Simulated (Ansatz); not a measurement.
```yaml
crystal:
  periodic: [false, false, false]
  atoms:
    - {symbol: I, position_ang: [-1.824163, -0.528675, -3.351744]}
    - {symbol: Ga, position_ang: [-0.674205, -0.209537, -1.202999]}
    - {symbol: C, position_ang: [0.664933, 0.648754, -0.028038]}
    - {symbol: C, position_ang: [0.077155, -0.301979, 1.031964]}
    - {symbol: O, position_ang: [-0.953360, -1.057357, 0.382063]}
    - {symbol: H, position_ang: [0.514602, 1.711122, 0.162142]}
    - {symbol: H, position_ang: [1.706992, 0.468406, -0.290760]}
    - {symbol: H, position_ang: [-0.351447, 0.253603, 1.873422]}
    - {symbol: H, position_ang: [0.839495, -0.984327, 1.423940]}
basis:
  gaussian: {orbitals: ANO-RCC-VTZP}
magnetization: {spin_polarized: true, initial_magnetization: 8}
hamiltonian: {xc: {name: SPW92}}
scf: {lower_state_search: full}
output: {forces: true}
```

```sh
$ ansatz run in.yaml --threads 4 --pin off --events-out ev --progress --plain --max-ram 10444MiB
```

Output, abridged:

```
Functional definition: SPW92
1908 factors; their error is unknown
mean field evaluation 1: about -250338.7882 eV, gradient 9.2e1 eV
mean field evaluation 2: about -248827.6090 eV, gradient 4.2e2 eV
mean field evaluation 4: about -250374.7220 eV, gradient 6.1e1 eV
mean field evaluation 8: about -250390.9941 eV, gradient 1.4e1 eV
mean field evaluation 16: about -250392.8332 eV, gradient 2.7e0 eV
mean field evaluation 32: about -250392.8617 eV, gradient 4.1e-5 eV
mean field -250392.86169184 eV, -9201.7679447978 hartree, gradient 5.7e-6 eV, S^2 20.005144; 14 other end points of the search recorded, 0 dependent functions left out
reference -250392.86173591 eV, -9201.7679464173 hartree; 58, 50 occupied and 199, 207 virtual orbitals, 1908 factors
Total energy: -250392.86173591 eV, -9201.7679464173 hartree
Relativity: scalar
Atom 0 at    -1.824163    -0.528675    -3.351744 Å, force    -1.737177    -0.429236    -3.391201 eV/Å
Atom 1 at    -0.674205    -0.209537    -1.202999 Å, force    -0.550573     0.912796    -3.953373 eV/Å
Atom 2 at     0.664933     0.648754    -0.028038 Å, force     2.122882     0.613722     3.904626 eV/Å
Atom 3 at     0.077155    -0.301979     1.031964 Å, force    -0.679635     0.323346    -2.699454 eV/Å
Atom 4 at    -0.953360    -1.057357     0.382063 Å, force     0.776732    -1.011004     4.821353 eV/Å
Atom 5 at     0.514602     1.711122     0.162142 Å, force    -0.800824     0.664288     0.026896 eV/Å
Atom 6 at     1.706992     0.468406    -0.290760 Å, force     0.547131    -0.739121    -0.485377 eV/Å
Atom 7 at    -0.351447     0.253603     1.873422 Å, force    -0.758041     0.787182     1.235034 eV/Å
Atom 8 at     0.839495    -0.984327     1.423940 Å, force     1.079505    -1.121974     0.541496 eV/Å
Dipole moment:    -0.828713    -0.235335    -1.536114 e Å
```

In this input the spin is set far too high for this molecule. The calculation finished and met its thresholds. The result belongs to that input, not to the molecule as meant.
